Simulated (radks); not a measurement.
Results of a calculation; reference values are marked as such.
Question: These are the eigenvalues of the occupied orbitals of an atom or ion with whole-number occupations (eV). Level of theory: Dirac Kohn-Sham, BLYP, spin-unpolarised, spherical densities, finite nucleus; Fermi nuclear charge, rms radius of each element as measured or else 0.836 A^(1/3) + 0.57 fm (a radial shooting solver on a logarithmic mesh with Libxc functionals).

1s1/2: -12669.25
2s1/2: -1771.853
2p1/2: -1607.001
2p3/2: -1565.178
3s1/2: -367.1896
3p1/2: -310.4291
3p3/2: -304.1386
3d3/2: -206.1960
3d5/2: -205.1548

Which element is it, and in what charge state? The configuration may be excited. Open shells, if any, fill j = l - 1/2 first.

Answer: Z = 34, selenium, charge +8: Se8+ in [Ar] 3d8. The list shows which subshells hold electrons but not how many an open one holds; the 1s level, -465.59 hartree, gives Z - s = 30.5 by -(Z - s)^2/2, which with screening and relativity narrows Z to a few neighbours, and the depths of the outer levels then fix element, charge and occupations together.
